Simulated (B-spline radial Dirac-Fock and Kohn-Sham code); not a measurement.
K-line shifts caused by a second vacancy in La¹⁹⁺

System: the La¹⁹⁺ ion in the configuration [Kr] 4d2.

Model: Dirac-Fock ΔSCF + Breit + QED. Program: a radial B-spline solver. Each two-hole energy is an average over J within one jj subconfiguration, not an observable level; in light atoms, where LS coupling holds, the j-resolved values are not observed lines, and for a K spectator the Kα1 hypersatellite is nearly forbidden. No correlation.

Lines without a spectator: Kα2 (K-L2) 33033.8 eV, Kα1 (K-L3) 33442.3 eV, Kβ3 (K-M2) 37740.5 eV, Kβ1 (K-M3) 37823.1 eV. Shifts in eV with one spectator hole (a dash: not computed, or left out as unreliable):

```
spectator hole     Kα2     Kα1     Kβ3     Kβ1
        K (1s)  +681.6  +710.6  +875.9  +882.5
    L2 (2p1/2)   +79.0  +101.3       –  +210.3
    L3 (2p3/2)   +72.3   +74.2  +179.0       –
    M2 (3p1/2)       –  +13.68   +31.3   +37.1
    M3 (3p3/2)   +9.39       –   +30.6   +30.3
    M4 (3d3/2)   +2.64   -0.45       –       –
    M5 (3d5/2)   -1.30   +1.30       –       –
```

With n spectator holes in 2p, averaged over the 2p shell (energies in eV):

```tsv
n	KαLⁿ	step	hypersatellite KαʰLⁿ
0	33306.1	–	34007.0
1	33387.4	+81.3	34090.0
2	33470.0	+82.7	34174.3
3	33554.2	+84.1	34260.1
4	33639.7	+85.6	34347.3
5	33726.7	+87.0	34436.0
```
